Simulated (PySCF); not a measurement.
Computed shifts of a molecule C2H6BFO2, PBE/pcSseg-1 (PySCF), GIAO, gas phase, equivalent atoms averaged, in ppm (number of nuclei): ¹³C: 89.2 (1), 21.9 (1). ¹⁹F: -260.5 (1). ¹H: 5.74 (1), 4.63 (1), 3.60 (1), 1.58 (3). References: ¹³C against TMS (σ = 182.0 ppm); ¹⁹F against CFCl3 (σ = 133.6 ppm); ¹¹B against BF3 (σ = 83.9 ppm); ¹⁷O against H2O (σ = 334.3 ppm); ¹H against TMS (σ = 31.49 ppm), references at their B3LYP-D3(BJ)/def2-TZVP geometries, non-relativistic. Geometry: B3LYP-D3(BJ)/def2-SVP. Other conformers were not sampled.

Question: Pick the molecule that these values belong to.
A. OCB(F)CO
B. COB(F)OC
C. OCCB(O)F
D. C[C@@H](F)B(O)O

Answer: D, C[C@@H](F)B(O)O
